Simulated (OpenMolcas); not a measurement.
## Zr2+: from CASSCF to CASPT2

- Program: OpenMolcas 26.06
- Basis: ANO-RCC-VTZP [7s6p4d2f1g]
- Scalar Hamiltonian: DKH2, point nucleus
- Active space: 2 electrons in 5 orbitals (4d)
- State averaging: 2S+1 = 3 even, 10 roots; 2S+1 = 1 even, 15 roots
- Spin-orbit coupling: RASSI with atomic mean-field integrals over the reference wave functions, term energies averaged over their components

Methods on the same reference wave functions:
A. CASSCF
B. SS-CASPT2, IPEA 0.25 Eh, imaginary shift 0.1 Eh (closed shells correlated: 4s 4p)

Energies in cm⁻¹ above 4d² ³F₂, the measured ground level; measured values from Moore, Atomic Energy Levels, vol. II, NSRDS-NBS 35 (1971 reprint of NBS Circular 467, 1952); NIST levels as listed in Rynkun, Gaigalas and Jonsson, Astron. Astrophys. 637, A10 (2020).

| Level | A | B | Measured |
| --- | --- | --- | --- |
| 4d² ³F₂ | 0.0 | 0.0 | 0.0 |
| 4d² ³F₃ | 666 | 697 | 681 |
| 4d² ³F₄ | 1483 | 1511 | 1486 |
| 4d² ¹D₂ | 9186 | 5470 | 5742 |
| 4d² ³P₀ | 10262 | 8550 | 8062 |
| 4d² ³P₁ | 10514 | 8820 | 8326 |
| 4d² ³P₂ | 11131 | 9330 | 8838 |
| 4d² ¹G₄ | 13870 | 11670 | 11049 |
| 4d² ¹S₀ | 33074 | 24070 | 23979 |

Deviations, from unrounded energies. A percentage is the sum of absolute deviations over the sum of measured energies, with the sign that they share, or ± where signs differ.

```csv
Against measurement,Levels,A,B
mean absolute deviation (cm-1),8,2800,310
fine structure of the ground term (%),2,-0.9,+1.8
other terms of the ground configuration (%),6,+33.4,±3.7
```

B lies closest to measurement on these levels. The largest miss of B in the table is 4d² ¹G₄, by +620 cm-1. The ranking rests on the paired levels alone, and a cruder setting can come out closer through cancelling errors.

From A to B the spin-free energies of the other terms of 4d² shown, above ³F, scale by factors of 0.54 to 0.83.

The lowest spin-free term lies below A's lowest term by 0.256 hartree in B.

CASPT2 breaks the degeneracy within a term, and the mean is taken; among the terms shown or strongly mixed into the levels shown the widest spread is 480 cm-1 (4d² ³F, B). Levels of configurations with an s electron are missing; early in the row they begin among the upper levels of the d shell and mix with terms of their name. Without dynamic correlation excited terms often stand tens of per cent too high (terms of higher spin than the ground term too low), and those without a measured partner can miss by more than the paired ones (holds for A). Some levels mix across a computed gap that differs much from the measured one, so their mixing is not that of the real levels (holds for A). Computed and measured levels are paired by configuration, term and J; levels that our copy of the source lacks, or whose pairing is in doubt (as where it misses far off the trend of its configuration), stay unpaired and out of the deviations. Levels of configurations outside the active space are missing.
